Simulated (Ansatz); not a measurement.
The first iterations of a band of CH5NSeSi (9 atoms, charge 0, multiplicity 1).

These are results of RKS PBE0-D4/def2-SVP (Ansatz), not measurements.

| Item | Value |
| --- | --- |
| movable images | 7 |
| climbing image | yes |
| spring | 5.0 eV/Å² |
| optimiser | quadratic models (default) |
| start path | through a guess of the saddle point |
| force threshold | 0.05 eV/Å |
| iteration limit | 10 |
| end points | relaxed |

Image 0:

```xyz
9
Properties=species:S:1:pos:R:3
N 0.580 1.765 -0.383
C 0.186 0.631 -0.807
Si 0.437 -0.891 0.288
Se -1.596 -1.605 1.054
H 0.351 2.508 -1.055
H -0.342 0.495 -1.776
H 1.374 -0.554 1.395
H 0.937 -2.046 -0.516
H -1.838 -0.349 1.783
```

Image 8:

```xyz
9
Properties=species:S:1:pos:R:3
N 0.064 1.378 -0.965
C 1.080 0.695 -0.545
Si 0.647 -0.901 0.334
Se -1.647 -1.247 0.546
H 0.192 2.257 -1.473
H -0.928 1.099 -0.838
H 1.275 -0.916 1.686
H 1.146 -2.044 -0.484
H -1.741 -0.367 1.722
```

| iteration | highest image above the first end (eV) | largest band force component (eV/Å) |
| --- | --- | --- |
| 1 | 216.467 | 1451.853 |
| 2 | 69.391 | 343.178 |
| 3 | 51.128 | 256.247 |

Does the band converge within its limit, and where does its top end?

It did not converge within its limit. It ended after 10 iterations with the highest image 3.054 eV above the first end. The band didn't meet its force threshold, so its energies are provisional: the largest band force was still 4.03 eV/Å, and over the last iterations the top moved between 3.05 and 3.77 eV. The orbitals stay closed-shell, which can raise the energy where a bond breaks towards radicals; this wasn't checked here.

Time of the run: 2.4 min on 2 threads of Intel(R) Xeon(R) Platinum 8488C (Sapphire Rapids) (shared host), peak memory 0.26 GiB.
